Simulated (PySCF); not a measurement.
Geometry:
| atom | x (Å) | y (Å) | z (Å) |
| --- | --- | --- | --- |
| Si1 | 3.069 | -0.002 | -0.856 |
| S2 | 1.946 | -1.809 | -0.839 |
| B3 | 0.873 | -1.404 | 0.688 |
| N4 | -0.366 | -0.443 | 0.293 |
| C5 | -0.802 | -0.299 | -0.964 |
| C6 | -1.908 | 0.486 | -1.265 |
| C7 | -2.574 | 1.141 | -0.235 |
| C8 | -2.107 | 0.987 | 1.070 |
| C9 | -0.997 | 0.189 | 1.293 |
| H10 | 3.975 | 0.004 | -2.046 |
| H11 | 2.173 | 1.200 | -0.961 |
| H12 | 3.892 | 0.165 | 0.380 |
| H13 | 1.480 | -0.799 | 1.557 |
| H14 | 0.367 | -2.438 | 1.094 |
| H15 | -0.213 | -0.835 | -1.715 |
| H16 | -2.230 | 0.580 | -2.303 |
| H17 | -3.444 | 1.769 | -0.443 |
| H18 | -2.591 | 1.484 | 1.912 |
| H19 | -0.574 | 0.031 | 2.287 |

Geometry: PBE0-D3(BJ)/def2-SVP; GIAO shifts from PySCF 2.14, gas phase, non-relativistic, averaged over equivalent atoms.

At PBE0/pcSseg-1 (217 basis functions, 92 s wall time on 1 thread of an Arm Neoverse N1, shared host):
```tsv
atoms	δ (ppm)
Si1	-52.3
S2	-305.2
B3	-9.2
N4	285.7
C5/C9	153.3
C7	145.0
C6/C8	129.9
H15/H19	9.40
H17	7.93
H16/H18	7.52
H10/H11/H12	4.31
H13/H14	3.86
```

Scale: $^{29}$Si (σ = 351.99 ppm) and $^{13}$C (σ = 184.41 ppm) and $^{1}$H (σ = 31.27 ppm) against TMS; $^{33}$S (σ = 495.66 ppm) vs CS2; BF3·OEt2 for $^{11}$B (σ = 100.73 ppm); $^{15}$N (σ = 265.67 ppm) against NH3 (reference shieldings calculated alike).

Task: What do these become at KT2/pcSseg-1?

Result: 
```tsv
atoms	δ at KT2/pcSseg-1	change
Si1	-55.6	-3.3
S2	-262.6	+42.6
B3	-8.7	+0.5
N4	271.3	-14.4
C5/C9	141.4	-11.9
C7	131.8	-13.2
C6/C8	120.2	-9.7
H15/H19	9.14	-0.26
H17	7.51	-0.42
H16/H18	7.17	-0.35
H10/H11/H12	4.42	+0.11
H13/H14	4.00	+0.14
```

Shifts are taken against calculated references (same method and geometry level): $^{29}$Si (361.05 ppm) and $^{13}$C (183.22 ppm) and $^{1}$H (31.18 ppm) vs TMS; $^{33}$S (518.69 ppm) against CS2; $^{11}$B (99.90 ppm) against BF3·OEt2; NH3 for $^{15}$N (264.30 ppm).

The largest change is at S2 (sulfur bonded to B, Si). Cost: 217 basis functions, 98 s wall time on 1 thread of an Arm Neoverse N1, shared host. The order of the carbon signals is the same at both levels.

Experimental scales use liquid or dissolved standards, which lie at an offset from isolated NH3 (liquid NH3: subtract about 20 ppm). Unscaled 15N shifts of sp2 nitrogen come out 20 to 40 ppm too high even then.
